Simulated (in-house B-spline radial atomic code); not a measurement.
Values are calculated unless marked as measured or tabulated.
Two electrons in Ge: a spherical dot of radius 67.5 nm with hard walls with an ionised donor at its centre

For Ge the NSM archive of the Ioffe Institute lists m_l = 1.6 m0, m_t = 0.08 m0 and ε = 16.2; the model takes one isotropic valley with the conductivity mass 3/(1/m_l + 2/m_t) = 0.117 m0, and so misses anisotropy and the other valleys. All triplets below are those of one valley; with several valleys two electrons can form a triplet in the 1s orbital itself, at an energy set by the valley splitting. Real donors also feel a central-cell potential, which shifts the ground state.

Effective-mass model with parabolic bands, a uniform dielectric constant, no image charges, no central-cell or spin-orbit terms. Two-electron levels come from full CI in B-splines with partial waves to l = 5 (up to 0.001 effective hartree above the limit).

Task: What are the effective units, and what is the potential in them?

Result: Ha* = 27211.386 meV × 0.117/16.2² = 12.13 meV and a* = 0.0529177 nm × 16.2/0.117 = 7.327 nm. The radius is R = 9.21 a*, with −1/r added.

In these units the lowest s and p orbitals lie at -0.499997 and -0.115069, and their Coulomb and exchange integrals are J_ss = 0.625044, J_sp = 0.275647 and K_sp = 0.02255. Full CI gives -0.523024 for the ground singlet, -0.393801 for the sp triplet, -0.380899 for the sp singlet and -0.402204 for the lowest triplet of two s orbitals.

Task: What does it cost to add the second electron, to first order and exactly?

Result: To first order E = 2ε_s + J_ss = -0.374950, so the charging energy E(2) − 2E(1) is J_ss = 7.583 meV. CI gives -0.523024 − 2 × (-0.499997) = 0.476970, or 5.786 meV: relaxation and correlation lower it by 1.796 meV, 23.7 % of J_ss. The s² configuration of one-electron orbitals holds 68.7 % of the state, and the mean radius is 17.5 nm.

Task: How far above the singlet do the triplets lie?

Result: To first order the sp triplet lies at ε_s + ε_p + J_sp − K_sp = -0.361971, which is 0.1574 meV above 2ε_s + J_ss. CI gives -0.393801 − (-0.523024) = 0.129223, or 1.568 meV, 34 % of the orbital spacing of 4.67 meV. The ss triplet lies 1.466 meV up, so the lower of the two is the ss one, and its gap equals k_BT at 17 K. The sp singlet-triplet splitting is 0.1565 meV, against 2K_sp = 0.5472 meV.
